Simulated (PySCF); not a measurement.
## Trend along the fourth-period p block: MSi molecules

r²SCAN with triple-zeta basis sets in PySCF, for the lowest determinant that a PBE0 search found; no spin–orbit coupling. De refers to high-spin ground-configuration atoms. A positive dipole means M(−)Si(+).

| M | basis | state (unpaired electrons) | Re (Å) | ωe (cm⁻¹) | De (eV) | μ (D) |
| --- | --- | --- | --- | --- | --- | --- |
| Ga | def2-TZVPP | quartet (σ ↑, π ↑↑) | 2.406 | 308 | 2.69 | -1.17 |
| As | x2c-TZVPPall | doublet (π ↑) | 2.177 | 497 | 3.40 | 0.57 |
| Se | x2c-TZVPPall | singlet (closed shell) | 2.064 | 581 | 5.63 | 1.26 |
| Br | def2-TZVPP | doublet (π ↑) | 2.235 | 418 | 3.99 | 0.66 |

(1) By what factor does the bond length vary along the series?

The rows differ in basis set, which adds steps of its own.

The state changes along the series, so neighbouring rows are not always alike in their bonding.

Spin–orbit coupling is left out. States were picked by a PBE0 search and need not be the measured ground states.

Answers

(1) At r²SCAN it runs from 2.064 Å (SiSe) to 2.406 Å (GaSi), a factor of 1.17.
